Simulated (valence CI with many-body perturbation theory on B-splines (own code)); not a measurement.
## Rh³²⁺: fill in the table

Method: configuration interaction combined with many-body perturbation theory (CI+MBPT): three valence electrons over a frozen Dirac-Fock core [Ne], a basis of 11 s, 11 p, 10 d, 8 f, 5 g, 2 h functions for each j, with the one-electron correlation potential Σ1, the two-electron term Σ2, the three-electron term Σ3, Breit, model QED; selected CI, second order for the rest, scaled by the run's own slope (own B-spline code, finite nucleus).

No measured spectrum was set against this ion. As an estimate, large intervals hold to a few tenths of a per cent, small ones and those within an open d or f shell to about a per cent.

```tsv
Level	E (cm⁻¹)
(3s^2 3p1/2) J=1/2	0
(3s^2 3p3/2) J=3/2	282950
(3s 3p1/2^2) J=1/2	607000
(3s 3p1/2 3p3/2) J=3/2 [a]	798260
(3s 3p1/2 3p3/2) J=5/2	862890
(3s 3p1/2 3p3/2) J=3/2 [b]	?
(3s 3p1/2 3p3/2) J=1/2	1035100
(3s 3p3/2^2) J=5/2	1115900
(3s^2 3d3/2) J=3/2	1258600
(3s 3p3/2^2) J=1/2	1320100
(3s^2 3d5/2) J=5/2	1350600
(3s 3p3/2^2) J=3/2	?
(3p1/2^2 3p3/2) J=3/2	?
(3s 3p1/2 3d3/2) J=3/2 [a]	1712500
(3s 3p1/2 3d3/2) J=5/2	?
(3s 3p1/2 3d5/2) J=5/2 [a]	1804200
(3p1/2 3p3/2^2) J=3/2	1815700
(3s 3p1/2 3d5/2) J=7/2	?
(3s 3p1/2 3d3/2) J=3/2 [b]	?
(3s 3p1/2 3d3/2) J=1/2	1859100
```

Levels are named by their leading jj configuration (3d3/2^4 stands for four electrons in 3d with j = 3/2), which in mixed levels can hold well under half, so a name can repeat and another be missing. Letters in brackets count levels of one name in rising energy.

(1) The levels stand in rising order. What does the calculation give for the missing energies?

## Answers

(1) (3s 3p1/2 3p3/2) J=3/2 [b] 963230; (3s 3p3/2^2) J=3/2 1364100; (3p1/2^2 3p3/2) J=3/2 1608900; (3s 3p1/2 3d3/2) J=5/2 1741000; (3s 3p1/2 3d5/2) J=7/2 1849900; (3s 3p1/2 3d3/2) J=3/2 [b] 1857900.
